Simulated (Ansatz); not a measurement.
Reaction (redistribution): `[Br][Sn][Br]` + `[OH][In]([F])[Br]` → `[OH][Sn][Br]` + `[F][In]([Br])[Br]`

Calculated with Ansatz (gas phase, PBE0-D4/def2-TZVP geometries, no zero-point term in ΔE). CCSD(T)/CBS is the MP2 limit (def2-TZVPP, def2-QZVPP) plus CCSD(T) − MP2 in def2-TZVPP, frozen cores. Functionals use def2-TZVPP. B3LYP here is the variant with VWN-RPA as its local correlation; programs differ in this. HSE06 is defined as in plane-wave codes. Elements past krypton have def2 core potentials. For Br, In, Sn outer-core shells are correlated without core-valence functions, which leaves a few kJ/mol of doubt a bond. Scalar relativity is left out up to krypton. Each species was taken in one conformer, which may not be the lowest.

```
       level  ΔE (kJ/mol)  difference from CCSD(T)/CBS
CAM-B3LYP-D4        -23.4                         -1.3
     ωB97X-V        -24.6                         -2.5
         PBE        -17.1                          5.0
      revPBE        -16.0                          6.1
        PBE0        -19.9                          2.2
       B3LYP        -19.6                          2.5
     r2SCAN0        -22.9                         -0.8
       HSE06        -19.6                          2.5
   CAM-B3LYP        -23.8                         -1.7
HF/CBS(def2)        -28.0                         -5.9
 CCSD(T)/CBS        -22.1                            0
```

Largest T1 diagnostic among the species: 0.015.

From BLYP to BHLYP (50 % exact exchange), in def2-TZVPP and without D4, ΔE moves by −6.5 kJ/mol. Leaving LDA and LC-ωPBE aside and taking each functional with its dispersion term where it has one, the values, not all of them listed here, spread over 8.6 kJ/mol, from ωB97X-V to revPBE-D4.
